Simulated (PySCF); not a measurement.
Compound: C2H8S3Si2.
SMILES with atom numbers: `[SiH3:1][S:2][C@@H:3]1[CH2:4][S:5][SiH2:6][S:7]1` (hydrogens: H8, H9, H10 on Si1; H11 on C3; H12, H13 on C4; H14, H15 on Si6)

The calculation used PySCF, PBE0-D3(BJ)/def2-SVP geometry optimisation, gas phase.

Q: What internal coordinates does the optimisation give?

A: 
```tsv
bond	length (bohr)	order
Si1–S2	4.082	single
S2–C3	3.453	single
C3–C4	2.869	single
C4–S5	3.455	single
S5–Si6	4.055	single
Si6–S7	4.076	single
C3–S7	3.479	single
Si1–H8, Si1–H9, Si1–H10	2.818	single
C3–H11	2.080	single
C4–H12	2.079	single
C4–H13	2.079	single
Si6–H14	2.819	single
Si6–H15	2.816	single
```

Bonds in one row agree within 0.02 bohr and their mean is given. Orders are formal, as drawn. A selection of angles:
```tsv
angle	degrees
S2–Si1–H8	111.8
S2–Si1–H9	113.4
S2–Si1–H10	102.1
H8–Si1–H9	110.1
Si1–S2–C3	102.6
S2–C3–C4	111.7
S2–C3–S7	110.4
S2–C3–H11	104.7
C4–C3–S7	111.7
C4–C3–H11	109.9
S7–C3–H11	108.2
C3–C4–S5	111.4
C3–C4–H12	109.5
C3–C4–H13	110.8
S5–C4–H12	106.4
S5–C4–H13	110.4
H12–C4–H13	108.2
C4–S5–Si6	94.6
S5–Si6–S7	100.4
S5–Si6–H14	115.3
S5–Si6–H15	109.2
S7–Si6–H14	109.4
S7–Si6–H15	114.0
H14–Si6–H15	108.6
C3–S7–Si6	96.6
```

Dihedral angles: Si1–S2–C3–C4 78° (synclinal); S2–C3–C4–S5 178° (antiperiplanar); C3–C4–S5–Si6 47° (synclinal); C4–S5–Si6–S7 -21° (synperiplanar); S5–Si6–S7–C3 -3° (synperiplanar); S2–C3–S7–Si6 159° (antiperiplanar).

The 5-membered ring C3–C4–S5–Si6–S7 has internal angles of 94.6° to 111.7°; it is puckered, 0.23 Å rms from its mean plane, widest ring torsion 58°. S7 (sulfur bonded to C and Si) is bent (angle 96.6°). Si1 (SiH3 silicon) is distorted tetrahedral (angles from 102.1° to 113.4°). Si6 (SiH2 silicon) is distorted tetrahedral (angles from 100.4° to 115.3°). Of the pairs four or more bonds apart, Si1···H13 is among the closest relative to their van der Waals radii: 3.17 Å, 96 % of the sum of Bondi's values.

Point group: C1 (no symmetry element, even within 0.4 Å). Not checked by PBE0-D3(BJ)/def2-SVP frequencies. The numbers are those of one conformer.
